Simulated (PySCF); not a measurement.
Cartesian coordinates (Å):
```xyz
12

Nb    -0.1074    -0.0916     0.3236
O     -1.9317     0.1678    -0.2848
H     -2.3456     0.5752    -1.0630
O     -0.6383    -0.9966     1.9253
H     -1.5068    -0.9199     2.3579
O      0.2141    -1.0808    -1.3385
H     -0.5844    -1.3136    -1.8460
O      1.7877    -0.1336     0.5286
H      2.5317    -0.1084    -0.0974
N     -0.0080     1.9013     0.3850
H      0.8525     2.4248     0.5694
H     -0.8060     2.5294     0.2613
```
Charge 0, spin multiplicity 1.

**Question.** Predict the charge on the central atom (Mulliken), HOMO–LUMO gap, HOMO, dipole moment, total energy and LUMO from TPSSh-D3(BJ)/def2-TZVP // PBE-D3(BJ)/def2-SVP run with PySCF.

**Answer.** 
The charge on the central atom (Mulliken) is 1.87 e and the HOMO–LUMO gap is 4.62 eV. The HOMO is -6.60 eV and the dipole moment is 2.87 D. The total energy comes out as -416.6233 Ha. The LUMO is -1.98 eV.
